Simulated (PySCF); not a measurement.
This PySCF input asks for the NMR shieldings of `CN[C@@H](C)[Si@](C)(O)[SiH2]N`, C$_{4}$H$_{16}$N$_{2}$OSi$_{2}$; the geometry comes from GFN2-xTB.

```python
import basis_set_exchange as bse
import numpy as np
from pyscf import gto, dft
from pyscf.prop import nmr

atoms = """
C     2.230573    1.289704    1.180468
N     0.967657    0.621823    0.931176
C     0.927287   -0.214275   -0.267967
C     1.770810   -1.489295   -0.156236
Si   -0.936619   -0.523091   -0.694525
C    -1.561210   -1.905115    0.472531
O    -1.060310   -1.037673   -2.249765
Si   -2.142680    1.430608   -0.664274
N    -1.715352    2.147520    0.841798
H     3.074656    0.612836    1.373449
H     2.115353    1.947171    2.043299
H     2.474377    1.900979    0.310554
H     0.719240    0.052128    1.734361
H     1.351495    0.396311   -1.074428
H     1.691726   -2.068608   -1.073870
H     2.824085   -1.260455    0.004761
H     1.422279   -2.103448    0.673136
H    -2.599893   -2.138157    0.253155
H    -1.514131   -1.594430    1.511630
H    -0.993521   -2.828514    0.375851
H    -0.707831   -1.875661   -2.542608
H    -3.602519    1.267981   -0.589826
H    -1.920484    2.297699   -1.841027
H    -2.069356    3.055745    1.092982
H    -0.756566    2.042362    1.143202
"""
names = dict.fromkeys(["C", "N", "Si", "O", "H"], "pcSseg-1")
basis = {el: gto.basis.parse(bse.get_basis(n, elements=[el], fmt="nwchem")) for el, n in names.items()}
mol = gto.M(atom=atoms, basis=basis, charge=0, verbose=0)
mf = dft.RKS(mol, xc="PBE0")
mf.grids.level = 2
mf.grids.alignment = dft.numint.BLKSIZE   # the property module wants whole blocks of grid points
mf.conv_tol = 1e-9
mf.kernel()

calc = nmr.RKS(mf)   # GIAO
C = mf.mo_coeff
Co = C[:, mf.mo_occ > 0]
resp = mf.gen_response(singlet=True, hermi=2)
def vind(x):   # induced exchange potential for any number of trial vectors
    d = np.einsum("pi,xij,qj->xpq", C, 2 * x.reshape(-1, C.shape[1], Co.shape[1]), Co, optimize=True)
    return np.einsum("xpq,pi,qj->xij", resp(d - d.transpose(0, 2, 1)), C, Co, optimize=True).ravel()
mo1, _ = nmr.rhf.solve_mo1(calc, with_cphf=vind)
sigma = calc.kernel(mo1)
for i, s in enumerate(sigma):   # ppm
    w = np.linalg.eigvalsh((s + s.T) / 2)
    print("%2d %-2s iso %8.1f  s11 %8.1f  s22 %8.1f  s33 %8.1f" % (i, mol.atom_pure_symbol(i), w.mean(), *w))
```

Task: What does it print?

Result: 
```
 0 C  iso    149.5  s11    123.9  s22    138.3  s33    186.3
 1 N  iso    218.8  s11    176.7  s22    208.2  s33    271.5
 2 C  iso    133.6  s11    112.8  s22    120.4  s33    167.6
 3 C  iso    172.0  s11    150.1  s22    178.3  s33    187.5
 4 Si iso    347.4  s11    317.8  s22    349.8  s33    374.6
 5 C  iso    189.1  s11    180.6  s22    191.2  s33    195.4
 6 O  iso    303.0  s11    277.7  s22    309.2  s33    322.1
 7 Si iso    406.1  s11    359.6  s22    385.5  s33    473.1
 8 N  iso    266.4  s11    229.2  s22    250.9  s33    319.0
 9 H  iso     28.6  s11     23.1  s22     27.3  s33     35.4
10 H  iso     29.0  s11     24.3  s22     26.7  s33     36.0
11 H  iso     29.7  s11     25.5  s22     27.7  s33     35.9
12 H  iso     32.6  s11     24.6  s22     33.7  s33     39.4
13 H  iso     29.4  s11     27.2  s22     29.2  s33     31.9
14 H  iso     30.9  s11     26.6  s22     28.9  s33     37.3
15 H  iso     29.6  s11     24.0  s22     28.9  s33     35.8
16 H  iso     31.2  s11     27.0  s22     30.6  s33     36.2
17 H  iso     31.3  s11     27.0  s22     28.3  s33     38.7
18 H  iso     31.8  s11     27.6  s22     29.9  s33     37.9
19 H  iso     31.5  s11     26.6  s22     30.4  s33     37.4
20 H  iso     30.7  s11     22.7  s22     25.8  s33     43.5
21 H  iso     26.8  s11     23.8  s22     24.8  s33     31.8
22 H  iso     26.5  s11     23.2  s22     24.5  s33     32.0
23 H  iso     32.2  s11     23.7  s22     27.7  s33     45.3
24 H  iso     30.0  s11     18.6  s22     26.9  s33     44.5
```

These numbers come from an equivalent density-fitted implementation of the same equations, which agrees with the script to about 0.01 ppm for H and up to a few tenths of a ppm for heavy atoms, so last digits may differ.

Size and cost of the density-fitted run: 247 basis functions, 110 s wall time on 1 thread of an Arm Neoverse N1, shared host; peak memory 1.2 GiB.
